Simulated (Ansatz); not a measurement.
A trace of molecular dynamics of CH₆OSSi (10 atoms, charge 0, multiplicity 1).

Theory: Ansatz, UKS B3LYP/STO-3G.

```json
{
 "ensemble": "NVE (velocity Verlet)",
 "starting velocities drawn for": "300 K",
 "seed": "656986"
}
```

```csv
time (fs),T (K),potential energy less start (eV),conserved less start (meV/atom)
0.0,300,0.000,0.00
3.0,1053,-0.782,-0.37
6.0,1217,-0.942,0.56
9.0,2101,-1.870,-0.72
12.0,1685,-1.433,-0.08
15.0,2178,-1.953,-1.17
18.0,1878,-1.640,-0.74
21.0,1874,-1.630,-0.24
24.0,1903,-1.661,-0.24
27.0,1756,-1.508,-0.21
30.0,1886,-1.647,-0.73
33.0,1454,-1.195,-0.13
36.0,1928,-1.692,-0.84
39.0,1647,-1.396,-0.24
42.0,1734,-1.490,-0.64
45.0,1368,-1.105,-0.07
48.0,1473,-1.220,-0.73
51.0,1326,-1.065,-0.48
54.0,1300,-1.037,-0.23
57.0,1738,-1.493,-0.57
60.0,1648,-1.397,-0.29
63.0,1783,-1.543,-0.97
66.0,1163,-0.891,0.13
69.0,1743,-1.500,-0.87
72.0,1681,-1.428,-0.01
75.0,2068,-1.834,-0.50
```

**Question.** Is this trajectory sound?

**Answer.** The conserved energy stayed within 1.4 meV per atom of its start (net change -0.5 meV per atom), so the integration is sound. The system heated up, since it started high on the potential surface and ran downhill. A run of 0.075 ps of so small a system gives no equilibrium averages. The orbitals stay closed-shell, which can raise the energy where a bond breaks towards radicals; this wasn't checked here. Limits of this set-up: minimal basis. The time step was 0.5 fs.

The run took 7 min on 1 thread of Arm Neoverse V1 (shared host), peak memory 0.13 GiB.
